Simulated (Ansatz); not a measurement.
`F[SiH2]C(F)Cl` → `FC(F)Cl` + `[SiH2]`  (silylene formation by 1,1-elimination)

Isolated molecules relaxed with PBE0-D4/def2-TZVP in Ansatz; ΔE leaves out vibrations. CCSD(T)/CBS adds triple-zeta CCSD(T) − MP2 to the extrapolated MP2 energy (def2 sets, frozen cores). This one scheme is used for every species. Functionals use def2-TZVPP. One conformer a species, not always the lowest.

`F[SiH2]C(F)Cl`:

```xyz
8

F     1.074   -0.763    1.605
Si    0.100    0.290    0.908
C    -0.016   -0.162   -0.934
F    -0.791    0.775   -1.570
Cl   -0.760   -1.765   -1.103
H     0.697    1.638    1.040
H    -1.247    0.203    1.507
H     0.944   -0.215   -1.453
```

`FC(F)Cl`:

```xyz
5

F    -0.732   -1.128    0.115
C    -0.050    0.019    0.099
F     1.053   -0.140    0.833
Cl    0.391    0.426   -1.559
H    -0.661    0.822    0.512
```

`[SiH2]`:

Cartesian coordinates in Å:
```
Si 0.553 0.319 0.315
H -0.933 0.640 0.185
H 0.380 -0.959 -0.500
```

| level | ΔE (eV) |
| --- | --- |
| ωB97M-V | 3.96 |
| CCSD/CBS(def2) | 4.08 |

Problem. What does CCSD(T)/CBS give? (An estimate is asked.)

Solution. Computed: +4.11 eV. The listed levels differ from it by -0.15, -0.03 eV.

Problem. What do rigid-rotor, harmonic-oscillator terms from PBE0-D4/def2-TZVP frequencies (298.15 K, 1 bar) make of the CCSD(T)/CBS value? (An estimate is asked.)

Solution. The calculation gave: ΔZPE = -0.15 eV, ΔH = +3.99 eV, ΔS = 149 J/(mol·K), ΔG = +3.53 eV.

Largest T1 diagnostic among the species: 0.014.

Leaving LDA and LC-ωPBE aside and taking each functional with its dispersion term where it has one, the values, not all of them listed here, spread over 0.33 eV, from revPBE-D4 to r2SCAN0-D4. LDA lies +0.27 eV from PBE without D4. At CCSD(T), def2-SVP lies −0.59 eV from the extrapolated value and def2-TZVPP −0.16 eV.
